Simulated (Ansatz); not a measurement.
HBN (SMILES [B]=N), doublet, geometry from GFN2-xTB; SC-NEVPT2/STO-3G, CASSCF(5,4) run with Ansatz (a quantum-chemistry and plane-wave program).

The Ansatz input:
Ansatz 0.2 input:
```yaml
crystal:
  periodic: [false, false, false]
  atoms:
    - {symbol: B, position_ang: [-0.00000000, -0.00000000, -0.84065210]}
    - {symbol: N, position_ang: [0.00000000, 0.00000000, 0.40129655]}
    - {symbol: H, position_ang: [0.00000000, 0.00000000, 1.39418469]}
basis:
  gaussian:
    orbitals: STO-3G
correlation: {method: sc_nevpt2, electrons: all, active_space: {window: {electrons: 5, orbitals: 4}}}
magnetization: {spin_polarized: false, initial_magnetization: 1}
```

It wrote (shortened):

```
Functional definition: HF
141 factors; integrals over basis functions are off by at most 8.2e-5 eV
mean field evaluation 1: about -2136.2791 eV, gradient 2.2e1 eV
mean field evaluation 2: about -2136.2918 eV, gradient 2.2e1 eV
mean field evaluation 4: about -2138.4864 eV, gradient 1.8e0 eV
mean field evaluation 8: about -2138.5114 eV, gradient 3.1e-2 eV
mean field evaluation 16: about -2135.7354 eV, gradient 2.4e-4 eV
mean field -2138.51135834 eV, -78.5888428841 hartree, gradient 1.5e-6 eV, S^2 0.750000; 4 other end points of the search recorded, 0 dependent functions left out
reference -2138.51135834 eV, -78.5888428841 hartree; 7, 6 occupied and 4, 5 virtual orbitals, 141 factors
state -2139.35038340 eV, -78.6196764861 hartree
state -2139.35038340 eV, -78.6196764861 hartree; corrected -2141.66479773 eV, -78.7047296440 hartree
Total energy: -2141.66479773 eV, -78.7047296440 hartree
```
